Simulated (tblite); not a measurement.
Isomers of CH4Cl3N2Si2 (doublet state). All values are computed: GFN2-xTB (tblite) harmonic vibrations without scaling, gas phase. The method is semi-empirical: single wavenumbers can be off by several per cent or more. Modes of hydrogen on silicon can be 10 to 20 % off. One conformer each. Open shells enter through the occupations alone, without spin polarisation, and single modes of such species can be off by tens of per cent.

Electronic energies: GFN2-xTB at the same geometries; isomer energies are rough at this level and their order can be wrong.

```
                       SMILES  electronic energy, lowest = 0 (kcal/mol)
    ClC(Cl)(Cl)[SiH]1N[SiH]N1                                       0.3
ClC(Cl)(Cl)[Si@H]1[N][SiH2]N1                                      18.0
    ClC(Cl)(Cl)[Si]1N[SiH2]N1                                       0.0
```

How do GFN2-xTB zero-point energies change the relative energies?

```csv
SMILES,ZPE (kcal/mol),of it from modes above 1550 cm⁻¹,electronic (kcal/mol),"with ZPE, lowest = 0 (kcal/mol)",lowest mode (cm⁻¹),rings
ClC(Cl)(Cl)[Si]1N[SiH2]N1,34.7,16.7,0.0,0.0,23,1
ClC(Cl)(Cl)[SiH]1N[SiH]N1,34.8,16.6,0.3,0.3,28,1
ClC(Cl)(Cl)[Si@H]1[N][SiH2]N1,33.3,15.0,18.0,16.6,25,1
```

The zero-point energies span 1.5 kcal/mol, from `ClC(Cl)(Cl)[Si@H]1[N][SiH2]N1` to `ClC(Cl)(Cl)[SiH]1N[SiH]N1`. The order is unchanged.
